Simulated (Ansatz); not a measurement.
`C#[C][Ti]([F])([Cl])[Cl]` + H₂O → `[OH][Ti]([F])([Cl])[Cl]` + `C#C` at 298.15 K and 1 bar (formal hydrolysis of a Ti–C bond).

Gas-phase electronic energies from Ansatz, PBE0-D4/def2-TZVP geometries. CBS: MP2 limit from def2 TZ/QZ plus the TZ coupled-cluster correction, frozen cores. This one scheme is used for every species. For Ti outer-core shells are correlated without core-valence functions, which leaves a few kJ/mol of doubt a bond. Scalar relativity is left out up to krypton. One conformer a species, not always the lowest.

| species | CCSD(T)/CBS energy (Eh) | H − E (kJ/mol) | S (J/(mol·K)) |
| --- | --- | --- | --- |
| `C#[C][Ti]([F])([Cl])[Cl]` | -1945.11119 | 86.3 | 387.2 |
| H₂O | -76.37941 | 66.4 | 188.7 |
| `[OH][Ti]([F])([Cl])[Cl]` | -1944.30161 | 69.0 | 371.4 |
| `C#C` | -77.22717 | 80.8 | 200.2 |

H − E and S are ideal-gas, rigid-rotor, harmonic terms from PBE0-D4/def2-TZVP, for one conformer and one mirror image of each species. 1 Eh = 2625.50 kJ/mol, R = 8.31446 J/(mol·K).

Task: By hand: ΔE, ΔH, ΔS and ΔG.

Result: ΔE = (-1944.30161) + (-77.22717) − (-1945.11119) − (-76.37941) = -0.03818 Eh = -100.2 kJ/mol. Δ(H − E) = 69.0 + 80.8 − 86.3 − 66.4 = -2.9, so ΔH = -103.1 kJ/mol. ΔS = 371.4 + 200.2 − 387.2 − 188.7 = -4.3 J/(mol·K). ΔG = -103.1 − 298.15 × (-4.3)/1000 = -101.8 kJ/mol.

Task: By hand: the equilibrium constant, and the temperature at which ΔG would vanish if ΔH and ΔS stayed fixed.

Result: log₁₀ K = −ΔG/(RT ln 10) = 17.8. ΔG = 0 at ΔH/ΔS = 23977 K, far beyond where these terms or the molecules hold.

The number of gas molecules stays the same, so ΔS is small and ΔH decides. A doubt of 5 kJ/mol in ΔE shifts log₁₀ K by 0.9 here. Other conformers and mirror images would add mixing entropy, several J/(mol·K) or more a flexible species. These are equilibria of isolated gas molecules and say nothing of rates. Largest T1 diagnostic: 0.024 (customary marks: 0.02 for closed shells, 0.045 for open ones).
